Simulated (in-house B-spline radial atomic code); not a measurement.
Values are calculated unless marked as measured or tabulated.
What the choice of pseudopotential does to G0W0 on PBE0: Mn

All numbers come from an all-electron radial atomic-structure program (B-spline basis), non-relativistic, configuration [Ar] 3d5 4s2, open shells at high spin. Semilocal Troullier-Martins pseudo-atoms, one channel per l, are made with PBE or LDA for several valence sets and radii, with or without a model core, and set against the all-electron atom. One channel fits only the lowest state of its l, so a second state of that l is approximate. All electrons give 4s down: PBE0 -5.062 eV, G0W0 -7.373 eV, 4s up: PBE0 -6.061 eV, G0W0 -8.432 eV. Potentials are made in the ion's own configuration unless the neutral atom is named, and a smooth local potential serves every l without a channel. Potentials that miss their own reference levels by more than 6 millihartree, or need radii over 3.5 bohr, are left out. Columns give pseudo minus all-electron, in eV; a dash marks a level in the core or of low weight.

| valence | made with | radii (bohr) | model core (bohr) | 4s down PBE0 | 4s down G0W0 | 4s up PBE0 | 4s up G0W0 |
| --- | --- | --- | --- | --- | --- | --- | --- |
| 3d 4s | LDA | s 2.90 p 3.40 d 2.61 | none | +0.15 | +0.21 | -0.28 | -0.58 |
| 3d 4s | LDA | s 3.28 p 3.40 d 2.95 | none | +0.25 | +0.30 | -0.43 | -0.80 |
| 3d 4s | PBE | s 2.02 p 2.72 d 1.82 | 1.23 | -0.02 | -0.01 | -0.25 | -0.44 |
| 3d 4s | PBE | s 2.52 p 3.40 d 2.28 | 1.23 | +0.02 | +0.01 | -0.27 | -0.50 |
| 3d 4s | PBE | s 2.90 p 3.40 d 2.62 | 1.23 | +0.07 | +0.04 | -0.32 | -0.59 |
| 3p 3d 4s | PBE | s 2.52 p 0.76 d 2.28 | none | +0.03 | -0.15 | -0.28 | -0.78 |
| 3p 3d 4s | PBE | s 3.28 p 0.98 d 2.96 | none | +0.15 | -0.05 | -0.54 | -1.25 |
| 3p 3d 4s | PBE | s 2.02 p 0.60 d 1.82 | 0.44 | -0.03 | -0.21 | -0.23 | -0.69 |
| 3p 3d 4s | PBE | s 2.52 p 0.76 d 2.28 | 0.44 | +0.01 | -0.18 | -0.28 | -0.78 |
| 3s 3p 3d 4s | PBE | s 0.74 p 0.76 d 2.28 | none | -0.05 | -0.08 | -0.04 | -0.11 |
| 3s 3p 3d 4s | PBE | s 0.85 p 0.87 d 2.62 | none | -0.03 | -0.08 | -0.09 | -0.21 |
| 3s 3p 3d 4s | PBE | s 0.96 p 0.98 d 2.96 | none | -0.02 | -0.10 | -0.22 | -0.40 |
| 3s 3p 3d 4s | PBE | s 0.59 p 0.60 d 1.82 | 0.43 | -0.07 | -0.08 | -0.05 | -0.08 |
| 3s 3p 3d 4s | PBE | s 0.85 p 0.87 d 2.62 | 0.43 | -0.02 | -0.06 | -0.07 | -0.18 |

Q: How does the G0W0 shift of 4s down, which all sets hold, depend on the valence set?

A: Mean size: 3s 3p 3d 4s: 0.08 eV; 3d 4s: 0.11 eV; 3p 3d 4s: 0.15 eV. A semicore state feels strong exchange with the other subshells of its n, so the gain is largest when that whole shell is in the valence. The means mix radii and the functional used in making the potentials.
